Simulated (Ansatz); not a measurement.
Basis-set extrapolation for CH$_{6}$AlNO$_{2}$Si, SMILES `O=CO[SiH2][NH][AlH2]` (PBE0-D4/def2-TZVP geometry, frozen core, Ansatz). Multiplicity 1, RHF reference.

|  | def2-TZVPP | def2-QZVPP |
| --- | --- | --- |
| HF | -776.632766 | -776.661054 |
| MP2 correlation | -1.027467 | -1.105394 |
| CCSD(T) correlation | -1.106303 | not run |

Energies in hartree. Use E(X) = E(∞) + A·exp(−7.88·√X) for Hartree–Fock and E(X) = E(∞) + B·X^(−2.97) for correlation, with X = 3 and 4, and add CCSD(T) minus MP2 of the smaller set to the MP2 limit.

Q: What is the CCSD(T) energy at the basis-set limit?

A: HF limit: -776.661054 + (-0.028288) × 0.13774 = -776.66495. MP2 limit: -1.105394 + (-0.077927) × 0.74074 = -1.16312. Higher-order term: -1.106303 − (-1.027467) = -0.07884. Total: -777.90691 hartree, 105.3 kcal/mol below CCSD(T)/def2-TZVPP.
